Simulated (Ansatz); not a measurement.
Ansatz (a program for electronic structure) input (B3LYP-D3(BJ)/def2-TZVP):

Ansatz 0.2 input:
```yaml
crystal:
  periodic: [false, false, false]
  atoms:
    - {symbol: In, position_ang: [0.00000000, -0.00000000, 0.00000000]}
    - {symbol: F, position_ang: [-1.65023762, -1.00267583, 0.05747087]}
    - {symbol: F, position_ang: [0.02001512, 1.78584197, -0.73641957]}
    - {symbol: F, position_ang: [1.63022250, -0.78316614, 0.67894870]}
basis:
  gaussian:
    orbitals: def2-TZVP
hamiltonian:
  xc: b3lyp
  dispersion: d3bj
phonons: {temperatures: {t_min: 298.15, t_max: 298.15, t_step: 100}}
```

Output:

```
Functional definition: B3LYP
integrals: 0.05 GiB planned
933 factors; their error is unknown
mean field: 0.48 GiB planned
mean field evaluation 1: about -13323.9931 eV, gradient 7.3e1 eV
mean field evaluation 2: about -13290.0137 eV, gradient 1.7e2 eV
mean field evaluation 4: about -13331.9880 eV, gradient 1.5e0 eV
mean field evaluation 8: about -13332.0503 eV, gradient 6.3e-2 eV
mean field -13332.05035515 eV, -489.9438137635 hartree, gradient 6.2e-5 eV, S^2 0.000000; 0 other end points of the search recorded, 0 dependent functions left out
the calculation of the forces begins
reference -13332.05062416 eV, -489.9438236493 hartree; 24, 24 occupied and 119, 119 virtual orbitals, 933 factors
these checks for a lower state are left out or cut short: stability, starts, cluster_reference, orbital_swaps, neighbouring_geometries, increment
integrals: 0.05 GiB planned
933 factors; their error is unknown
mean field: 0.48 GiB planned
mean field evaluation 16: about -13331.9911 eV, gradient 3.4e-1 eV
mean field -13332.05028304 eV, -489.9438111134 hartree, gradient 1.5e-6 eV, S^2 0.000000; 0 other end points of the search recorded, 0 dependent functions left out
the calculation of the forces begins
reference -13332.05055205 eV, -489.9438209992 hartree; 24, 24 occupied and 119, 119 virtual orbitals, 933 factors
these checks for a lower state are left out or cut short: stability, starts, cluster_reference, orbital_swaps, neighbouring_geometries, increment
integrals: 0.05 GiB planned
933 factors; their error is unknown
mean field: 0.49 GiB planned
mean field -13332.05028714 eV, -489.9438112641 hartree, gradient 1.5e-6 eV, S^2 0.000000; 0 other end points of the search recorded, 0 dependent functions left out
the calculation of the forces begins
reference -13332.05055615 eV, -489.9438211499 hartree; 24, 24 occupied and 119, 119 virtual orbitals, 933 factors
these checks for a lower state are left out or cut short: stability, starts, cluster_reference, orbital_swaps, neighbouring_geometries, increment
integrals: 0.05 GiB planned
933 factors; their error is unknown
mean field: 0.48 GiB planned
mean field evaluation 32: about -13332.0503 eV, gradient 2.1e-1 eV
mean field -13332.05032010 eV, -489.9438124755 hartree, gradient 1.4e-6 eV, S^2 0.000000; 0 other end points of the search recorded, 0 dependent functions left out
the calculation of the forces begins
reference -13332.05058912 eV, -489.9438223617 hartree; 24, 24 occupied and 119, 119 virtual orbitals, 933 factors
these checks for a lower state are left out or cut short: stability, starts, cluster_reference, orbital_swaps, neighbouring_geometries, increment
integrals: 0.05 GiB planned
933 factors; their error is unknown
mean field: 0.49 GiB planned
mean field -13332.05034143 eV, -489.9438132594 hartree, gradient 1.5e-6 eV, S^2 0.000000; 0 other end points of the search recorded, 0 dependent functions left out
the calculation of the forces begins
reference -13332.05061043 eV, -489.9438231448 hartree; 24, 24 occupied and 119, 119 virtual orbitals, 933 factors
these checks for a lower state are left out or cut short: stability, starts, cluster_reference, orbital_swaps, neighbouring_geometries, increment
integrals: 0.05 GiB planned
933 factors; their error is unknown
mean field: 0.48 GiB planned
mean field -13332.05030325 eV, -489.9438118561 hartree, gradient 1.5e-6 eV, S^2 0.000000; 0 other end points of the search recorded, 0 dependent functions left out
the calculation of the forces begins
reference -13332.05057224 eV, -489.9438217413 hartree; 24, 24 occupied and 119, 119 virtual orbitals, 933 factors
these checks for a lower state are left out or cut short: stability, starts, cluster_reference, orbital_swaps, neighbouring_geometries, increment
integrals: 0.05 GiB planned
933 factors; their error is unknown
mean field: 0.48 GiB planned
mean field -13332.05026621 eV, -489.9438104949 hartree, gradient 1.5e-6 eV, S^2 0.000000; 0 other end points of the search recorded, 0 dependent functions left out
the calculation of the forces begins
reference -13332.05053523 eV, -489.9438203814 hartree; 24, 24 occupied and 119, 119 virtual orbitals, 933 factors
these checks for a lower state are left out or cut short: stability, starts, cluster_reference, orbital_swaps, neighbouring_geometries, increment
integrals: 0.05 GiB planned
933 factors; their error is unknown
mean field: 0.49 GiB planned
mean field evaluation 64: about -13332.0504 eV, gradient 1.1e-3 eV
mean field -13332.05035537 eV, -489.9438137715 hartree, gradient 1.5e-6 eV, S^2 0.000000; 0 other end points of the search recorded, 0 dependent functions left out
the calculation of the forces begins
reference -13332.05062438 eV, -489.9438236573 hartree; 24, 24 occupied and 119, 119 virtual orbitals, 933 factors
these checks for a lower state are left out or cut short: stability, starts, cluster_reference, orbital_swaps, neighbouring_geometries, increment
integrals: 0.05 GiB planned
933 factors; their error is unknown
mean field: 0.49 GiB planned
mean field -13332.05035220 eV, -489.9438136551 hartree, gradient 1.4e-6 eV, S^2 0.000000; 0 other end points of the search recorded, 0 dependent functions left out
the calculation of the forces begins
reference -13332.05062121 eV, -489.9438235409 hartree; 24, 24 occupied and 119, 119 virtual orbitals, 933 factors
Total energy: -13332.12802335 eV, -489.9466680172 hartree
Atom 0 at     0.000000     0.000000     0.000000 Å, force    -0.001146    -0.000696     0.000040 eV/Å
Atom 1 at    -1.650238    -1.002676     0.057471 Å, force    -0.000169    -0.000103     0.000006 eV/Å
Atom 2 at     0.020015     1.785842    -0.736420 Å, force     0.000805     0.000165     0.000106 eV/Å
Atom 3 at     1.630222    -0.783166     0.678949 Å, force     0.000511     0.000634    -0.000152 eV/Å
Dipole moment:    -0.000000    -0.000000     0.000000 e Å
Vibrations: 120.62 120.66 140.11 586.55 621.21 621.26 cm⁻¹, zero-point energy 0.137028 eV
```
